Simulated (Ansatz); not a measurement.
Computed with Ansatz on PBE0-D4/def2-TZVP structures; ΔE is electronic, products minus reactants. CCSD(T)/CBS is the MP2 limit (def2-TZVPP, def2-QZVPP) plus CCSD(T) − MP2 in def2-TZVPP, frozen cores. Functionals use def2-TZVPP. For Zn outer-core shells are correlated without core-valence functions, which leaves a few kJ/mol of doubt a bond. Scalar relativity is left out up to krypton. Each species was taken in one conformer, which may not be the lowest.

Consider the isomerisation: `O[C](F)(Cl)[ZnH]` → `O[CH](Cl)[Zn][F]`.

CCSD(T)/CBS gives -121.1 kJ/mol.

**Question.** Another level gave -104.3 kJ/mol. Which?
A. r2SCAN0/def2-TZVPP
B. CCSD/def2-TZVPP
C. LDA (SPW92)/def2-TZVPP
D. MP2/def2-TZVPP

**Answer.** A. r2SCAN0 -104.3, LDA (SPW92) -89.1, CCSD/def2-TZVPP -111.7, MP2/def2-TZVPP -119.1 kJ/mol.

Largest T1 diagnostic among the species: 0.016.

At CCSD(T), def2-SVP lies +30.3 kJ/mol from the extrapolated value and def2-TZVPP +11.5 kJ/mol. Leaving LDA and LC-ωPBE aside and taking each functional with its dispersion term where it has one, the values, not all of them listed here, spread over 14.7 kJ/mol, from B2PLYP to B97M-V. LDA lies +15.8 kJ/mol from PBE without D4.

CCSD(T)/CBS has its own doubt, a few kJ/mol and more with outer-core shells, so smaller differences from it don't rank the levels.
